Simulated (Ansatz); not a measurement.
`F/C(S)=C\[SiH3]` + H₂ → `[SiH3]/C=C\S` + H–F at 298.15 K and 1 bar (hydrogenolysis of a C–F bond).

Program: Ansatz. Geometries: PBE0-D4/def2-TZVP. ΔE: electronic, gas phase. CCSD(T)/CBS adds triple-zeta CCSD(T) − MP2 to the extrapolated MP2 energy (def2 sets, frozen cores). This one scheme is used for every species. Double bonds are as drawn, so ΔE can hold a change between cis and trans. One conformer a species, not always the lowest.

```csv
species,CCSD(T)/CBS energy (Eh),H − E (kJ/mol),S (J/(mol·K))
`F/C(S)=C\[SiH3]`,-865.72028,176.2,357.1
H₂,-1.17544,35.1,130.4
`[SiH3]/C=C\S`,-766.53607,194.2,336.9
H–F,-100.39570,33.5,173.6
```

H − E and S are ideal-gas, rigid-rotor, harmonic terms from PBE0-D4/def2-TZVP, for one conformer and one mirror image of each species. The MP2-based limit puts H₂ 0.8 mEh under its directly extrapolated value; such offsets cancel only in part. 1 Eh = 2625.50 kJ/mol, R = 8.31446 J/(mol·K).

Question: By hand: ΔE, ΔH, ΔS and ΔG.

Answer: ΔE = (-766.53607) + (-100.39570) − (-865.72028) − (-1.17544) = -0.03605 Eh = -94.6 kJ/mol. Δ(H − E) = 194.2 + 33.5 − 176.2 − 35.1 = 16.4, so ΔH = -78.2 kJ/mol. ΔS = 336.9 + 173.6 − 357.1 − 130.4 = 23.0 J/(mol·K). ΔG = -78.2 − 298.15 × (23.0)/1000 = -85.1 kJ/mol.

Question: By hand: the equilibrium constant, and the temperature at which ΔG would vanish if ΔH and ΔS stayed fixed.

Answer: log₁₀ K = −ΔG/(RT ln 10) = 14.9. ΔH and −TΔS have one sign here, so there is no such temperature.

ΔH outweighs TΔS. A doubt of 5 kJ/mol in ΔE shifts log₁₀ K by 0.9 here. Other conformers and mirror images would add mixing entropy, several J/(mol·K) or more a flexible species. Modes under 60 cm⁻¹, often nearly free rotors, make the harmonic entropy too high. These are equilibria of isolated gas molecules and say nothing of rates. Largest T1 diagnostic: 0.013 (customary marks: 0.02 for closed shells, 0.045 for open ones).
